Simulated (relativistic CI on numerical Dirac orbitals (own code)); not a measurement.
**Energy levels of Gd8+**

These numbers are calculated, not measured: Dirac-Coulomb-Breit CI, orbitals from a KLI potential per configuration, QED by a radiative potential, unscaled Slater integrals (own radial code, finite nucleus).

Configurations in the expansion (outside the closed core [Kr] 4d10): 4f6 5s2 5p2, 4f8 5s2, 4f8 5s 5p, 4f7 5s2 6s, 4f6 5s2 6s2. The list is cut by size and lacks configurations that can hold low levels.

```
No.    Configuration  Term   J  E (cm⁻¹)   %  Next component (%)
  1  4f6(7F) 5p2(3P)    9G   0       0.0  55               39 7F
  2  4f6(7F) 5p2(3P)    9G   1     618.6  53               35 7F
  3  4f6(7F) 5p2(3P)    9G   2    1606.1  47               27 7F
  4  4f6(7F) 5p2(3P)    9G   3    2815.1  39               27 9F
  5  4f6(7F) 5p2(3P)    9F   4    4274.6  37               29 9G
  6  4f6(7F) 5p2(3P)    9F   5    6164.9  41               18 9G
  7  4f6(7F) 5p2(3P)    9F   6    8848.6  34               23 9D
  8  4f6(5D) 5p2(3P)    5D   0   24275.2  38               38 7F
  9  4f6(7F) 5p2(3P)    9F   1   25566.1  74               12 7F
 10  4f6(7F) 5p2(3P)    9F   2   27561.6  67               12 7F
 11  4f6(5D) 5p2(3P)    7F   1   27750.8  32               26 5D
 12  4f6(7F) 5p2(3P)    9F   3   30376.5  48               26 9G
 13  4f6(5D) 5p2(3P)    7F   2   31997.2  37               20 5D
 14  4f6(7F) 5p2(3P)    9F   7   33128.5  65               25 9G
 15  4f6(7F) 5p2(3P)    9G   4   33538.1  45               24 9F
 16  4f6(5L) 5p2(3P)    7M   6   35445.0  45               28 5L
 17  4f6(7F) 5p2(3P)    9G   5   36078.1  56               19 9D
 18  4f6(7F) 5p2(3P)    9G   6   36294.3  41               17 7F
 19  4f6(5D) 5p2(3P)    7F   3   36917.2  33               20 7D
 20  4f6(5L) 5p2(3P)    7M   7   37823.8  40               22 5L
 21  4f6(5G) 5p2(3P)    7H   2   39109.9  45               35 5G
 22  4f6(5G) 5p2(3P)    7G   5   39295.5  22               16 7H
 23  4f6(5G) 5p2(3P)    7H   4   39542.3  22               21 7G
 24  4f6(5G) 5p2(3P)    7G   6   39607.4  17               14 5G
 25  4f6(5G) 5p2(3P)    7H   3   39627.4  31               21 5G
 26  4f6(5L) 5p2(3P)    7M   8   39842.2  28               19 7L
 27  4f6(5L) 5p2(3P)    7K   9   41329.7  25               20 7L
 28  4f6(5L) 5p2(3P)    7K  10   42156.7  39               26 5L
 29  4f6(5D) 5p2(3P)    7P   4   42298.7  23               20 7D
 30  4f6(7F) 5p2(1D)    7P   2   44828.9  46               43 9D
 31  4f6(5H) 5p2(3P)    7H   7   44829.5  27               23 7G
 32  4f6(5H) 5p2(3P)    7I   3   44986.6  36               24 5H
 33  4f6(7F) 5p2(3P)    7F   0   45597.0  50               22 9G
 34  4f6(5H) 5p2(3P)    7H   4   45749.6  27               19 7I
 35  4f6(5H) 5p2(3P)    7H   6   45909.7  24               10 9F
 36  4f6(5H) 5p2(3P)    7H   5   46080.0  23               12 7I
 37  4f6(7F) 5p2(3P)    5F   2   46396.7  24               18 7G
 38  4f6(7F) 5p2(3P)    9D   3   46511.7  22               12 5F
 39  4f6(7F) 5p2(3P)    7F   1   46517.8  41               22 9G
 40  4f6(7F) 5p2(3P)    9D   3   47006.4  22               22 7P
 41  4f6(7F) 5p2(3P)    9F   4   47276.1  16               14 5F
 42  4f6(7F) 5p2(3P)    9G   8   47770.8  60               38 7H
 43  4f6(7F) 5p2(3P)    9G   7   47809.5  46               21 9F
 44  4f6(7F) 5p2(3P)    9F   5   47962.0  25               15 7G
 45  4f6(5F) 5p2(3P)    7G   1   48205.4  38               27 5F
```

Energies count from the lowest computed level. Percentages are summed over parent terms; the parents shown are those of the largest component, closed shells are left out there.

The mean weight of the leading LS term, summed over parents, in these 45 levels is 38 %, and that of the leading jj configuration (from the same eigenvectors) 34 %.

At this charge configurations can still be misplaced by up to about 7 % of their energy. Terms inside the open d or f shell come out 10 to 20 % too wide with unscaled integrals. Levels and lines within the n = 5 or 6 shells can be off by up to 10 % or somewhat more, and those that change n by about 2 %, since core polarisation is missing.

LS names give the leading component of a level, which can be under half, so a name can repeat, a term be missing and a line seem to break the LS rules.
